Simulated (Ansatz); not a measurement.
Relaxation of C$_{4}$H$_{9}$BO (15 atoms, charge 0, multiplicity 1), to a largest force component of 0.02 eV/Å in at most 40 steps.

These are results of RKS LDA/STO-3G in Ansatz, not measurements.

```xyz
15
Properties=species:S:1:pos:R:3
C -1.819 -1.286 0.514
C -0.779 -0.475 0.385
C -0.579 0.675 1.321
B 0.312 -0.727 -0.802
C 1.529 0.161 -1.048
O 1.132 1.495 -1.316
H -2.032 -2.057 -0.183
H -2.554 -1.048 1.284
H -0.772 1.649 0.865
H 0.513 0.688 1.698
H -1.199 0.592 2.259
H 0.066 -1.636 -1.517
H 2.111 0.171 -0.133
H 2.079 -0.234 -1.868
H 1.969 1.983 -1.429
```

Q: Where does it end, and by what steps?

A: It converged. Limits of this set-up: minimal basis. After 17 steps the energy has fallen by 0.999 eV; H9 moved furthest, 0.96 Å.

| step | energy less start (eV) | largest force component (eV/Å) | accepted |
| --- | --- | --- | --- |
| 0 | 0.0000 | 3.957 | yes |
| 1 | -0.5269 | 1.723 | yes |
| 2 | -0.6384 | 1.333 | yes |
| 3 | -0.7703 | 0.356 | yes |
| 4 | -0.7943 | 0.455 | yes |
| 5 | -0.8328 | 0.446 | yes |
| 6 | -0.8637 | 0.711 | yes |
| 7 | -0.9187 | 0.546 | yes |
| 8 | -0.9664 | 0.346 | yes |
| 9 | -0.9551 | 0.959 | no |
| 10 | -0.9830 | 0.279 | yes |
| 11 | -0.9948 | 0.123 | yes |
| 12 | -0.9938 | 0.208 | no |
| 13 | -0.9980 | 0.035 | yes |
| 14 | -0.9983 | 0.033 | yes |
| 15 | -0.9987 | 0.026 | yes |
| 16 | -0.9989 | 0.028 | yes |
| 17 | -0.9991 | 0.017 | yes |

```xyz
15
Properties=species:S:1:pos:R:3
C -1.802 -1.310 0.554
C -0.700 -0.525 0.433
C -0.496 0.739 1.259
B 0.304 -0.839 -0.681
C 1.351 0.229 -1.176
O 1.025 1.607 -0.800
H -1.929 -2.216 -0.059
H -2.630 -1.067 1.242
H 0.122 1.415 0.609
H 0.080 0.502 2.171
H -1.450 1.198 1.562
H 0.333 -1.903 -1.184
H 2.321 -0.111 -0.721
H 1.516 0.144 -2.279
H 1.931 2.086 -0.902
```

Time of the run: 39 s on 1 thread of Arm Neoverse V1, with other jobs on the host, peak memory 0.12 GiB.
